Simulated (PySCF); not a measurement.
**Cr: excitation energy**

Cr [Ar] 3d5 4s1 (7S) → Cr [Ar] 3d4 4s1 5s1 (7D), as a difference of total energies. All numbers are calculated (PySCF 2.14, the non-relativistic Hamiltonian (point nucleus), in aug-cc-pVTZ). Correlated levels: valence: [Ar] frozen. The calculations carry no spin-orbit coupling.

```
           method  excitation energy (cm⁻¹)
              UHF                     37255
              LDA                     55427
              PBE                     52507
             PBE0                     49638
           r2SCAN                     51982
          LC-wPBE                     50219
           revPBE                     52006
           B2PLYP                     47560
    MP2 (valence)                     45563
SCS-MP2 (valence)                     40025
```

A first-order spin-orbit estimate (lowest level to lowest level, LS coupling) adds -0.041 eV.

The promoted electron is Rydberg-like, and one or two diffuse shells describe it only roughly, which tends to raise the upper state.
